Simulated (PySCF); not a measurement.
One of the candidates below gave these computed data.

All candidates are C2H8OSi2.

| technique | computed result |
| --- | --- |
| Dipole | 1.73 D [PBE0/def2-SVPD] |
| UV, strongest line | among the 6 lowest singlet transitions: S2 at 6.36 eV (195 nm, f = 0.271) [TDDFT PBE0/def2-SVPD] |
| Triplet | lowest triplet excitation (Tamm–Dancoff): 3.95 eV [TDA PBE0/def2-SVPD] |
| 13C NMR | chemical shifts (computed TMS as zero) by class: 164.1 (1 C), 150.1 (1 C) ppm [GIAO PBE0/pcSseg-1] |
| Rotational structure | rotational constants A, B, C: 8.428, 1.322, 1.177 GHz [GFN2-xTB] |
| UV, first state | lowest singlet excitation: 5.56 eV (223 nm, f = 0.004) [TDDFT PBE0/def2-SVPD] |
| Polarisability | 81.6 au [PBE0/def2-SVPD] |
| 1H NMR | chemical shifts (computed TMS as zero) by class: 7.35 (1 H), 7.22 (1 H), 5.34 (2 H), 4.08 (3 H), 0.84 (1 H) ppm [GIAO PBE0/pcSseg-1] |

The electronic properties come from PySCF, for the isolated species, density fitting. Levels stand in brackets. Isolated species at its GFN2-xTB geometry (one conformer only). NMR values are class means; diastereotopic atoms form classes of their own.

Question: Which candidate is it?
A. `C1C[SiH2]O[SiH2]1`
B. `O[SiH2]/C=C\[SiH3]`
C. `CC(=O)[SiH2][SiH3]`
D. `[SiH3]O[SiH]1CC1`
E. `O=C([SiH3])C[SiH3]`

Answer: B. It is `O[SiH2]/C=C\[SiH3]`. Numbering: `[OH:1][SiH2:2]/[CH:3]=[CH:4]\[SiH3:5]`. Its formula, C2H8OSi2, gives 1 degree of unsaturation: 0 rings and 1 π bond in the structure found. 2 carbons fall into 2 classes; from least to most shielded: alkene CH carbon [C3] (164.1 ppm), alkene CH carbon [C4] (150.1 ppm). Hydrogen classes from least to most shielded: 1 H on an alkene CH carbon, C3 (7.35 ppm), 1 H on an alkene CH carbon, C4 (7.22 ppm), 2 H on an oxygen-bound silicon, Si2 (5.34 ppm), 3 H on an SiH3 silicon, Si5 (4.08 ppm), 1 H on a silanol oxygen, O1 (0.84 ppm). S1 is mainly HOMO−1→LUMO (weight 0.89); the largest Löwdin shares of the orbital it empties are 0.24 on an alkene CH carbon, 0.18 on an alkene CH carbon, 0.14 on the oxygen-bound silicon and 0.12 on the silanol oxygen, of the orbital it fills 0.31 on each of 2 atoms of one kind (alkene CH carbon), 0.11 on the SiH3 silicon and 0.09 on the oxygen-bound silicon. By its constants the optimised geometry is an asymmetric top.

The others, at the same levels:
- `O=C([SiH3])C[SiH3]` fails: its computed 13C shifts are 241.9 (1 C), 39.4 (1 C) ppm, 1H shifts are 4.09 (3 H), 3.97 (3 H), 2.70 (2 H) ppm and rotational constant A is 4.892 GHz (against 8.428 GHz).
- `[SiH3]O[SiH]1CC1` fails: its computed lowest triplet excitation (Tamm–Dancoff) is 5.25 eV (against 3.95 eV), static isotropic polarisability is 76.9 au (against 81.6 au) and rotational constant A is 7.604 GHz (against 8.428 GHz).
- `CC(=O)[SiH2][SiH3]` fails: its computed 13C shifts are 244.8 (1 C), 44.3 (1 C) ppm, 1H shifts are 4.08 (2 H), 3.50 (3 H), 2.51 (3 H) ppm and lowest singlet excitation is 3.49 eV (355 nm, f = 0.004) (against 5.56 eV).
- `C1C[SiH2]O[SiH2]1` fails: it has 1 carbon class against 2; its computed 13C shifts are 9.1 (2 C) ppm, 1H shifts are 5.10 (4 H), 1.12 (4 H) ppm and rotational constant A is 4.827 GHz (against 8.428 GHz).

Each candidate is one conformer, not necessarily the lowest. The conformers computed, where there is a choice (atom-mapped SMILES and torsion angles):
- `[OH:1][SiH2:2]/[CH:3]=[CH:4]\[SiH3:5]`: O1–Si2–C3–C4 172°, H–O1–Si2–C3 57°
- `[O:1]=[C:2]([SiH3:3])[CH2:4][SiH3:5]`: O1–C2–C4–Si5 82°
- `[SiH3:1][O:2][SiH:3]1[CH2:4][CH2:5]1`: Si1–O2–Si3–C4 23°
- `[CH3:1][C:2](=[O:3])[SiH2:4][SiH3:5]`: C1–C2–Si4–Si5 -105°
